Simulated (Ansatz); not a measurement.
Reaction (silylene loss): `[SiH3][Si]1(Cl)C=C1` → `Cl[SiH]1C=C1` + `[SiH2]`

Calculated with Ansatz (gas phase, PBE0-D4/def2-TZVP geometries, no zero-point term in ΔE). CBS: MP2 limit from def2 TZ/QZ plus the TZ coupled-cluster correction, frozen cores. This one scheme is used for every species. Functionals use def2-TZVPP.

Is it downhill or uphill in electronic energy at CCSD(T)/CBS, and by how much? (Estimate.)

The calculation gave: Uphill: ΔE = +58.4 kcal/mol.

What do these levels give: LDA (SPW92), B97M-V, BHLYP-D4, r2SCANh, BHLYP, CCSD/def2-SVP? (An estimate is asked.)

Ansatz gave: LDA (SPW92) 67.5, B97M-V 58.3, BHLYP-D4 59.3, r2SCANh 63.5, BHLYP 56.0, CCSD/def2-SVP 52.6 kcal/mol.

Largest T1 diagnostic among the species: 0.014.

In def2-TZVPP, CCSD(T) changes the Hartree–Fock value by +5.4 kcal/mol (the triples alone add +1.6 kcal/mol) and MP2 by +9.4 kcal/mol. From PBE to PBE0 (25 % exact exchange), in def2-TZVPP and without D4, ΔE moves by +1.2 kcal/mol.
